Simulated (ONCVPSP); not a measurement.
Potentials for cobalt compared

Generated with ld1.x 7.5 (TM, RRKJ, ultrasoft, PAW), atompaw 4.2 or ONCVPSP 4.0.1. The cutoff is in Ry: for ld1.x and atompaw files where the sum of valence levels is converged to 10 mRy in a Bessel basis, for ONCV files where the hardest occupied wave has 1 mHa per electron of residual kinetic energy. The error is the largest all-electron minus pseudo excitation energy over each file’s own four to seven test configurations (ionisations up to +4, promotions, holes and added fractions of an electron), all of which were solved. The labels leave out finer settings (local radius, basis sizes, second energies), which also bear on the numbers. Spin-polarised tests are not counted. The rows are a selection from randomly drawn settings: files with unsolved tests, undetermined cutoffs or missed reference levels are left out.

```tsv
potential	cutoff (Ry)	largest error (meV)	bound ghosts
ONCV, PBE, scalar-relativistic, rc 0.95/1.20/1.70 (spd), local smoothed, core correction yes, reference 3s2 3p6 3d7, qcut 12.3/11.2/9.2, projectors 2/3/1	117	+60	none
ONCV, PBEsol, scalar-relativistic, rc 1.20/1.05/1.00 (spd), local smoothed, core correction no, reference 3s2 3p6 3d7 4s1, qcut 8.5/13.5/14.4, projectors 2/1/2	171	+34	none
ONCV, PBE, scalar-relativistic, rc 1.35/0.85/1.45/1.25 (spdf), local smoothed, core correction no, reference 3s2 3p6 3d7 4s2, qcut 8.7/11.1/10.2/9.6, projectors 3/1/2/2	103	+223	none
ONCV, PBE, scalar-relativistic, rc 1.00/0.85/1.25 (spd), local smoothed, core correction yes, reference 3s2 3p6 3d7 4s1.5, qcut 10.6/8.2/15.2, projectors 2/2/1	147	+5.4	none
ONCV, PBE, fully relativistic, rc 1.55/1.25/1.45 (spd), local smoothed, core correction yes, reference 3s2 3p6 3d7 4s2, qcut 6.9/9.9/11.9, projectors 2/2/2	103	+12	none
```

(1) Fill in the row for Co: ONCV, PBE, scalar-relativistic, rc 1.50/1.00/1.40 (spd), local smoothed, core correction yes, reference 3s2 3p6 3d7 4s2, qcut 6.8/10.7/12.4, projectors 2/1/3.

(2) Fill in the row for Co: ONCV, LDA (Perdew-Wang 92), scalar-relativistic, rc 1.35/1.00/1.15 (spd), local smoothed, core correction no, reference 3s2 3p6 3d7 4s2, qcut 10.8/14/11.1, projectors 2/2/1.

Results:

(1) cutoff 111 Ry, largest error +4.1 meV, bound ghosts: none.

(2) cutoff 117 Ry, largest error -13 meV, bound ghosts: none.
